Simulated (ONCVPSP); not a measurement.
Potentials for O compared

Generated with ld1.x 7.5 (TM, RRKJ, ultrasoft, PAW), atompaw 4.2 or ONCVPSP 4.0.1. The cutoff is in Ry: for ld1.x and atompaw files where the sum of valence levels is converged to 10 mRy in a Bessel basis, for ONCV files where the hardest occupied wave has 1 mHa per electron of residual kinetic energy. The error is the largest all-electron minus pseudo excitation energy over each file’s own four to seven test configurations (ionisations up to +4, promotions, holes and added fractions of an electron), all of which were solved. The labels leave out finer settings (local radius, basis sizes, second energies), which also bear on the numbers. Spin-polarised tests are not counted. The rows are a selection from randomly drawn settings: files with unsolved tests, undetermined cutoffs or missed reference levels are left out.

A true bound ghost makes a file unfit for plane-wave use even where its test errors are small: the radial tests pick states by their node count and pass the ghost by.

| potential | cutoff (Ry) | largest error (meV) | bound ghosts |
| --- | --- | --- | --- |
| ONCV, PBE, scalar-relativistic, rc 0.90/1.15/0.95 (spd), local smoothed, core correction yes, reference 2s2 2p3, qcut 8.3/13.1/11.9, projectors 2/3/2 | 101 | +759 | none |
| ONCV, LDA (Perdew-Zunger), scalar-relativistic, rc 0.65/1.00 (sp), local smoothed, core correction no, reference 2s2 2p3, qcut 8.6/8.7, projectors 2/2 | 85 | +1026 | none |
| ONCV, PBE, scalar-relativistic, rc 0.70/2.20 (sp), local smoothed, core correction yes, reference 2s2 2p4, qcut 7.6/5.1, projectors 2/2 | 157 | +14095 | p |
| ONCV, PW91, scalar-relativistic, rc 0.55/1.20/1.15 (spd), local s, core correction yes, reference 2s2 2p3, qcut 11.8/9.8/9, projectors 0/2/2 | 466 | +795 | none |

Question: Fill in the row for O: ONCV, PBE, scalar-relativistic, rc 0.80/1.40/1.30 (spd), local s, core correction yes, reference 2s2 2p4, qcut 10.6/11.6/8.3, projectors 0/2/2.

Answer: cutoff 87 Ry, largest error +1056 meV, bound ghosts: none.

Question: Fill in the row for O: ONCV, PBEsol, scalar-relativistic, rc 0.75/1.40 (sp), local smoothed, core correction yes, reference 2s2 2p4, qcut 8.1/7.7, projectors 1/1.

Answer: cutoff 129 Ry, largest error +759 meV, bound ghosts: none.

Question: Fill in the row for O: ONCV, Wu-Cohen, scalar-relativistic, rc 0.80/1.05/0.80 (spd), local smoothed, core correction yes, reference 2s2 2p3.75, qcut 9.2/8.1/13.5, projectors 2/2/3.

Answer: cutoff 273 Ry, largest error +46 meV, bound ghosts: none.
